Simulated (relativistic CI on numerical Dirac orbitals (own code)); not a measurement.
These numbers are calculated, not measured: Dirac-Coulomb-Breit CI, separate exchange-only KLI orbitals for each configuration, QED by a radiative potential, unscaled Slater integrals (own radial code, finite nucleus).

The strongest absorption lines from the ground level of an ion, among the configurations computed and to levels below about 10100 eV (vacuum wavelength in Å, gf): 1.2273 (0.047), 1.2315 (0.027), 1.3641 (0.11), 1.3744 (0.065), 1.7970 (0.42), 1.8405 (0.27), 18.115 (0.17), 91.060 (0.016).

Q: Which ion is it?
A. Pr LIX
B. Pr LVII
C. Pr LV
D. Tm LXVII

A: B. Pr LVII has 3 electrons and the ground level 2s ²S1/2; the strongest line goes to 3p ²P°3/2. The pattern of lines fixes the number of electrons, and along that sequence the line energies rise steadily with the charge (about as its square where n changes within one kind of shell, about linearly where n is kept but much faster in heavy ions where fine structure, which grows about as Z⁴, sets the gap, and irregularly where shells cross), which fixes Z. Configurations outside the model, such as inner-shell arrays, can give stronger lines. At this charge energies of transitions that change n are usually good to better than 1 %, and those within a shell (Δn = 0) to a few per cent.
